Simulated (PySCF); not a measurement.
Compound: C₇H₁₄.
SMILES with atom numbers: `[CH3:1][CH2:2][C@@H:3]1[CH2:4][CH2:5][C@@H:6]1[CH3:7]`

Cartesian coordinates in Å at the GFN2-xTB level; atoms count from 1:
```xyz
21
C7H14 angstrom
C      2.5710   -0.5907    0.1066
C      1.1061   -0.9175   -0.1627
C      0.3019    0.3450   -0.4334
C      0.0310    1.2853    0.7545
C     -1.4278    1.4192    0.2970
C     -1.2259    0.2374   -0.6701
C     -1.8896   -1.0473   -0.2039
H      3.0140   -0.0900   -0.7518
H      3.1359   -1.4992    0.3031
H      2.6610    0.0648    0.9698
H      1.0369   -1.5793   -1.0297
H      0.6938   -1.4471    0.6975
H      0.7721    0.8869   -1.2580
H      0.1253    0.7787    1.7133
H      0.6119    2.2049    0.7842
H     -1.6268    2.3590   -0.2140
H     -2.1841    1.2695    1.0649
H     -1.5268    0.4369   -1.7016
H     -1.5615   -1.8926   -0.8042
H     -2.9701   -0.9576   -0.3006
H     -1.6574   -1.2493    0.8385
```

Definitions: NICS(0) = −σiso at the ring centroid; NICS(1) = −σiso and NICS(1)zz = −σzz at ±1 Å along the ring normal z. Level: GIAO PBE0/pcSseg-1 (PySCF, non-relativistic, gas phase) on the GFN2-xTB geometry, one conformer.

Ring bond lengths (Å), with Mayer bond orders in brackets: C3–C4 1.539 (1.01), C4–C5 1.535 (1.06), C5–C6 1.540 (1.01), C6–C3 1.550 (0.97).

**Question.** Give the NICS values of each ring in ppm.

**Answer.** 
```csv
ring,type,NICS(0),"NICS(1), two faces","NICS(1)zz, two faces",rms pucker (Å),"centre to ring atoms, mean (Å)"
C3–C4–C5–C6,4-membered carbocycle; formal bonds all single,-0.3,-0.5 / -0.3,4.9 / 3.0,0.08,1.09
```

**Question.** What do they say, and how far can they be read as aromaticity?

**Answer.** 
- C3–C4–C5–C6: mean NICS(1)zz 4.0 ppm, deshielded. C3, C4, C5, C6 have four or more neighbours, so the value isn't read as a sign of a π ring current. A hydrogen on C3, outside the ring, lies only 1.47 Å from a NICS(1) probe, which then mostly feels that atom.

**Question.** At the second NICS(1) probe listed for ring C3–C4–C5–C6, 1 Å off the ring, what do the in-plane components average?

**Answer.** The isotropic value is a third of the trace: (3 × -0.3 − (3.0))/2 = -1.9 ppm.
